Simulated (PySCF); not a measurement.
# Cost of excited-state runs on `O=Cc1cccc(C(=S)c2ccccc2)c1`, C₁₄H₁₀OS

Molfile (atoms numbered from 1):
```
C14H10OS
     RDKit          3D

 26 27  0  0  0  0  0  0  0  0999 V2000
    2.1539   -1.4840   -2.6995 O   0  0  0  0  0  0  0  0  0  0  0  0
    2.8773   -0.7501   -2.0772 C   0  0  0  0  0  0  0  0  0  0  0  0
    2.5266   -0.0842   -0.8150 C   0  0  0  0  0  0  0  0  0  0  0  0
    3.4378    0.7565   -0.1762 C   0  0  0  0  0  0  0  0  0  0  0  0
    3.0923    1.3681    1.0156 C   0  0  0  0  0  0  0  0  0  0  0  0
    1.8465    1.1499    1.5735 C   0  0  0  0  0  0  0  0  0  0  0  0
    0.9133    0.3240    0.9400 C   0  0  0  0  0  0  0  0  0  0  0  0
   -0.3890    0.0714    1.5528 C   0  0  0  0  0  0  0  0  0  0  0  0
   -0.5262    0.0384    3.1904 S   0  0  0  0  0  0  0  0  0  0  0  0
   -1.5480   -0.1555    0.7023 C   0  0  0  0  0  0  0  0  0  0  0  0
   -2.5918   -0.9767    1.1365 C   0  0  0  0  0  0  0  0  0  0  0  0
   -3.7023   -1.1767    0.3425 C   0  0  0  0  0  0  0  0  0  0  0  0
   -3.7998   -0.5479   -0.8894 C   0  0  0  0  0  0  0  0  0  0  0  0
   -2.7799    0.2846   -1.3227 C   0  0  0  0  0  0  0  0  0  0  0  0
   -1.6594    0.4786   -0.5396 C   0  0  0  0  0  0  0  0  0  0  0  0
    1.2687   -0.2949   -0.2560 C   0  0  0  0  0  0  0  0  0  0  0  0
    3.8999   -0.5154   -2.4353 H   0  0  0  0  0  0  0  0  0  0  0  0
    4.4110    0.9222   -0.6149 H   0  0  0  0  0  0  0  0  0  0  0  0
    3.7964    2.0166    1.5144 H   0  0  0  0  0  0  0  0  0  0  0  0
    1.5728    1.6241    2.5046 H   0  0  0  0  0  0  0  0  0  0  0  0
   -2.5068   -1.4652    2.0962 H   0  0  0  0  0  0  0  0  0  0  0  0
   -4.4955   -1.8247    0.6840 H   0  0  0  0  0  0  0  0  0  0  0  0
   -4.6704   -0.7020   -1.5093 H   0  0  0  0  0  0  0  0  0  0  0  0
   -2.8588    0.7861   -2.2757 H   0  0  0  0  0  0  0  0  0  0  0  0
   -0.8789    1.1478   -0.8713 H   0  0  0  0  0  0  0  0  0  0  0  0
    0.5893   -0.9686   -0.7573 H   0  0  0  0  0  0  0  0  0  0  0  0
  1  2  2  0
  2  3  1  0
  3  4  1  0
  4  5  2  0
  5  6  1  0
  6  7  2  0
  7  8  1  0
  8  9  2  0
  8 10  1  0
 10 11  2  0
 11 12  1  0
 12 13  2  0
 13 14  1  0
 14 15  2  0
  7 16  1  0
 16  3  2  0
 15 10  1  0
  2 17  1  0
  4 18  1  0
  5 19  1  0
  6 20  1  0
 11 21  1  0
 12 22  1  0
 13 23  1  0
 14 24  1  0
 15 25  1  0
 16 26  1  0
M  END
```

PySCF with density fitting, on 2 threads of an Intel Xeon, shared host. Command: `OMP_NUM_THREADS=2 python excited_run.py task.json out`

(1) How long does this run take, and how much memory?
- excited states, wB97X-D/def2-SVPD; two-photon moments; 6 states; quadratic response for 5 states; 0 triplets

## Answers

(1) 
| run | level | basis functions | wall time | peak memory (GiB) |
| --- | --- | --- | --- | --- |
| excited states | wB97X-D/def2-SVPD | 410 | 13 min | 2.7 |

Times from a shared host are rough.
